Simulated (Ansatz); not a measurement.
The cluster Cu₂Se. Charge 0, multiplicity 1. Geometry r2SCAN-D4/def2-TZVP, that of the charge +1 doublet.

Cartesian coordinates in Å:
```
Cu -1.2280 0.2421 0.7660
Cu 1.3966 -0.2061 0.4004
Se -0.1686 -0.0360 -1.1664
```

The structure comes from a short search, and lower isomers may exist.

(1) Estimate the orbital energies around the gap (eV) in Ansatz with PBE-D4/def2-TZVP, r2SCAN-D4/def2-TZVP, PBE0-D4/def2-TZVP.

Results:

(1) 
```
orbital  PBE-D4/def2-TZVP  r2SCAN-D4/def2-TZVP  PBE0-D4/def2-TZVP
 HOMO−5             -6.21                -6.31              -8.05
 HOMO−4             -5.96                -6.08              -7.95
 HOMO−3             -5.95                -6.07              -7.95
 HOMO−2             -5.89                -5.96              -6.99
 HOMO−1             -5.27                -5.32              -6.30
   HOMO             -4.68                -4.77              -5.61
   LUMO             -3.36                -3.13              -2.45
 LUMO+1             -2.86                -2.58              -1.89
 LUMO+2             -0.39                -0.16               0.59
 LUMO+3              0.65                 0.94               1.65
 LUMO+4              1.04                 1.38               1.98
 LUMO+5              1.73                 2.25               2.52
```
